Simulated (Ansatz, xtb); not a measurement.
## Two structures of ClGeH6NSn

We compare a, `[NH3+][SnH-][GeH2][Cl]`, a singlet, with b, a singlet given by its coordinates. Both are isolated molecules in the gas phase, relaxed with PBE0-D3(BJ)/def2-SVP; the shapes shown needn't be the lowest conformers.

a (Å):

```xyz
10

Cl   -0.0556   -0.4674   -2.0596
Ge    0.1013   -1.4529   -0.0444
N    -2.2997   -2.7470   -2.1287
Sn   -2.0773   -3.0664    0.2041
H    -3.2646   -2.5309   -2.3771
H    -2.0035   -3.5472   -2.6865
H    -1.7116   -1.9397   -2.3919
H    -3.0530   -1.5816    0.3274
H     1.5094   -2.0968   -0.1364
H     0.2597   -0.2458    0.9137
```

b (Å):

```xyz
10

Cl   -3.7794   -0.3066   -0.4260
Ge   -1.3531   -1.7318    2.2232
N    -1.5259   -2.2806    0.4113
Sn   -1.4110   -0.4370   -1.0899
H    -0.8385    0.4820    0.3441
H    -0.9244   -3.0714    0.1768
H    -2.4937   -2.5571    0.2229
H     0.1229   -1.3577    2.3895
H    -2.3285   -0.5754    2.4085
H    -1.7057   -2.9409    3.1157
```

Close contacts (Å): Cl1–Sn4 2.46, Ge2–N3 1.90, N3–Sn4 2.38, Ge2–H8 1.53, Ge2–H9 1.52, Ge2–H10 1.54, N3–H6 1.02, N3–H7 1.02, Sn4–H5 1.80.

Q: Estimate which is lower in electronic energy at CCSD(T)/def2-SVP + ΔMP2/def2-TZVPP, and by roughly how much.

A: Too close to call at this level: CCSD(T)/def2-SVP + ΔMP2/def2-TZVPP gives E(b) − E(a) = +0.94 kcal/mol.

Level by level:

```csv
level,geometry,E(b) − E(a) (kcal/mol),departure from the last row (kcal/mol),"job, with rough time for the two"
PBE0-D3(BJ)/def2-SVP,PBE0-D3(BJ)/def2-SVP,+5.30,+4.36,"optimisation, 2.9 min"
HF/def2-SVP,PBE0-D3(BJ)/def2-SVP,−0.14,−1.08,part of the CCSD(T) run
MP2/def2-SVP,PBE0-D3(BJ)/def2-SVP,+1.51,+0.57,part of the CCSD(T) run
CCSD(T)/def2-SVP,PBE0-D3(BJ)/def2-SVP,+2.12,+1.18,single point
CCSD(T)/def2-SVP + ΔMP2/def2-TZVPP,PBE0-D3(BJ)/def2-SVP,+0.94,,"single point, 48 s"
```

The largest departure from CCSD(T)/def2-SVP + ΔMP2/def2-TZVPP is that of PBE0-D3(BJ)/def2-SVP, 4.36 kcal/mol. Levels run at GFN2-xTB geometries aren't shown. The last row adds to CCSD(T) the change of the MP2 difference between the two basis sets, here −1.18 kcal/mol.

With harmonic frequencies from PBE0-D3(BJ)/def2-SVP (ideal gas, rigid rotor, one conformer each, 298.15 K, 1 atm): on the last row, ΔE + ΔZPE = −0.97 kcal/mol. A mode under 50 cm⁻¹ makes harmonic enthalpies and free energies unreliable, so none is given.

The correlated steps freeze 19 core orbitals; the filled d shell of Ge and Sn is correlated, in a basis made for valence electrons. Atoms past krypton carry core potentials in the def2 sets and no spin–orbit term is included. Programs: Ansatz 0.2.0; the last row on 2 threads of Intel(R) Xeon(R) 6975P-C (Granite Rapids) on a shared host.
